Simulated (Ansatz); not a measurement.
Species: AsH3, charge 1, doublet. AsH3+ (parent SMILES [AsH3], doublet).
B3LYP-D3(BJ)/def2-TZVP minimum from Ansatz (an electronic-structure program):
```
As
H 1 1.5002
H 1 1.5002 2 112.11
H 1 1.5002 2 112.11 3 -127.13
```
Charge +1, spin multiplicity 2.

Total energies in cc-pVTZ, 7 correlated electrons, 14 frozen orbitals. Open shells are spin-unrestricted; no spin-orbit coupling. Cores are frozen in correlated methods (noble-gas shells, and filled d and f shells in the p block). No relativity. The spin of H3As+ (parent SMILES [AsH3], doublet) was assumed, and the state is the lowest solution found for it.

```tsv
method	program	energy (Eh)	minus CCSDT(Q) (mEh)
HF	Ansatz	-2235.66101	150.75
MP2	Ansatz	-2235.78202	29.74
CCSD	Ansatz	-2235.80720	4.56
CCSD(T)	Ansatz	-2235.81095	0.81
CCSDT(Q)	Ansatz	-2235.81176	0.00
```

Rough core times of Ansatz's runs on a shared machine: CCSD(T) under 20 s, CCSDT(Q) 50 s.
